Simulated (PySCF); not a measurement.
# Effect of structural changes

Level of theory: TDDFT CAM-B3LYP/def2-SVPD excited states, vertical, gas phase in PySCF. Geometry: PBE0-D3(BJ)/def2-SVP.

Each molecule in one low-energy conformer.

**Question.** How does the largest two-photon cross section among the few lowest singlets (linear parallel light, single beam, Lorentzian half width 0.1 eV, states within 0.08 eV summed) change along this series?
- CN(C)c1ccc(C#N)cc1 (H on C replaced by CN)
- CN(C)c1ccc(S)cc1 (H on C replaced by SH)
- C=Cc1ccc(N(C)C)cc1 (H on C replaced by vinyl)

**Answer.** 
| molecule | S1 (eV) | f(S1) | largest σ (GM) | at photon λ (nm) |
| --- | --- | --- | --- | --- |
| CN(C)c1ccc(C#N)cc1 | 4.66 | 0.031 | 5.5 | 505 |
| CN(C)c1ccc(S)cc1 | 4.32 | 0.039 | 2.2 | 418 |
| C=Cc1ccc(N(C)C)cc1 | 4.37 | 0.248 | 5.7 | 531 |

The largest two-photon cross section among the few lowest singlets (linear parallel light, single beam, Lorentzian half width 0.1 eV, states within 0.08 eV summed) is lowest for CN(C)c1ccc(S)cc1 and highest for C=Cc1ccc(N(C)C)cc1.
